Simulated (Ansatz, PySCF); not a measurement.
Input for PySCF:
```python
from pyscf import gto, scf, dft

mol = gto.Mole()
mol.atom = '''
    Zn   -0.00000000   -0.00000000   -1.52043851
    I     0.00000000    0.00000000    0.86062557
'''
mol.basis = 'sto-3g'
mol.charge = 1
mol.verbose = 4
mol.build()

mf = dft.RKS(mol)
mf.xc = 'camb3lyp'
mf.grids.atom_grid = (99, 590)
mf.grids.prune = None
mf.kernel()
```

Q: Write the same job for Ansatz (a quantum-chemistry and plane-wave program).

A: One answer among several that fit: 
Ansatz 0.2 input:
```yaml
crystal:
  periodic: [false, false, false]
  atoms:
    - {symbol: Zn, position_ang: [-0.00000000, -0.00000000, -1.52043851]}
    - {symbol: I, position_ang: [0.00000000, 0.00000000, 0.86062557]}
basis:
  gaussian:
    orbitals: STO-3G
hamiltonian:
  xc: cam_b3lyp
total_charge: 1
accuracy: high
```

Both were run: PySCF gave -8611.495857 Eh and Ansatz -8611.495854 Eh, 0.003 mEh apart.
